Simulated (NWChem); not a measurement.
Species: CF₂ cation, doublet

```xyz
3

F      1.0870     0.0000    -0.1452
C      0.0000     0.0000     0.4273
F     -1.0870     0.0000    -0.1452
```
Atoms are numbered in this order, from 1.

Level: B3LYP/6-31G* (spherical d), spin-unrestricted (NWChem), optimised geometry, unscaled harmonic frequencies. In the optimisation the excess spin sits in a1 (C2v, its own frame). B3LYP is NWChem's, with the RPA form of VWN correlation.

| frequency (cm⁻¹) | IR intensity (km/mol) |
|---|---|
| 631 | 25.8 |
| 1365 | 58.6 |
| 1694 | 385.8 |

The zero-point energy comes out as 5.3 kcal/mol and the thermal correction to the enthalpy at 298.15 K (with zero-point energy) is 7.7 kcal/mol. The heat capacity Cv is 7.1 cal/(mol K). The entropy at 298.15 K and 1 atm (symmetry number 2, electronic part: spin degeneracy alone) is 58.4 cal/(mol K).

Rigid rotor and harmonic oscillator.
